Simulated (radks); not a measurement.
Valence configurations of Zn3+ (all share [Ar]). Method: scalar-relativistic Kohn-Sham, PBEsol, spin-polarised, spherical densities, finite nucleus; open shells are filled with parallel spins first; Fermi nuclear charge, rms radius 3.9283 fm; computed with a radial shooting solver on a logarithmic mesh with Libxc functionals. Energies are relative to 3d9; eigenvalues in eV for spin up.

valence,E (eV),moment (Bohr magnetons),e(3d),e(4p),e(4s)
3d9,0.000,1,-51.246,-,-
3d8 4s1,16.356,3,-60.365,-,-39.288
3d8.5 4s0.5,7.721,2,-55.728,-,-37.437
3d8.5 4p0.5,12.347,2,-56.409,-28.580,-
3d7.5 4p1.5,40.889,4,-67.115,-32.162,-
3d7.5 4s1.5,27.226,3,-65.138,-,-40.448
3d8 4p1,25.933,3,-61.698,-30.459,-
3d7 4p2,57.326,5,-72.661,-33.747,-
3d7 4s2,39.248,3,-70.083,-,-41.574

NIST lists [Ar] 3d9 as the ground configuration; this level of theory agrees among the configurations tried. The energies are those of spherical high-spin densities, not of single terms.
